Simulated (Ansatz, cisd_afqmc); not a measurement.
System: BH2I, charge 0, singlet. BH2I (SMILES IB).
B3LYP-D3(BJ)/def2-TZVP minimum from Ansatz (a first-principles code):
```
B
H 1 1.1826
H 1 1.1826 2 124.67
I 1 2.1139 2 117.67 3 -180.00
```
Charge 0, spin multiplicity 1.

Atomisation energy term by term, kcal/mol (programs: Ansatz, cisd_afqmc). Radicals and triplets start from unrestricted determinants; spin-orbit coupling is neglected. Cores are frozen in correlated methods (noble-gas shells, and filled d and f shells in the p block). Past Kr the def2 sets carry scalar-relativistic core potentials. The Monte Carlo rows (phaseless AFQMC, CISD trial, step 0.005/hartree) carry one-sigma bars that omit the constraint's bias. Outlying blocks are dropped, and bars are widened where a walk drifts. Over all cases where full CI ran beside it in this data, AFQMC minus full CI had a median of +0.1 mEh and passed +0.4 mEh in a tenth of the cases. CBS(X,Y): correlation extrapolated as X^-3, Hartree-Fock from the larger set. A bracket is a step between two methods taken in the basis named. For partners of very few electrons the exact lower level stands in for a higher one. Spin-orbit terms, left out, reach several kcal/mol for Br and I, and more for heavier atoms.

```json
[
 {"term": "Hartree-Fock", "basis": "def2-QZVPP", "kcal/mol": "208.70"},
 {"term": "CCSD correlation", "basis": "CBS(def2-TZVPP,def2-QZVPP)", "kcal/mol": "52.05"},
 {"term": "(T)", "basis": "CBS(def2-TZVPP,def2-QZVPP)", "kcal/mol": "3.76"},
 {"term": "CCSDT(Q) - CCSD(T)", "basis": "def2-TZVPP", "kcal/mol": "0.21"},
 {"term": "CCSDTQ - CCSDT(Q)", "basis": "def2-SVP", "kcal/mol": "-0.03"},
 {"term": "sum: De", "basis": "", "kcal/mol": "264.7"}
]
```

The step beyond CCSD(T) by other levels: CCSDTQ in def2-SVP 0.25; AFQMC/CISD in def2-SVP 0.35 ± 0.14; CCSDT(Q) in def2-SVP 0.28 kcal/mol.
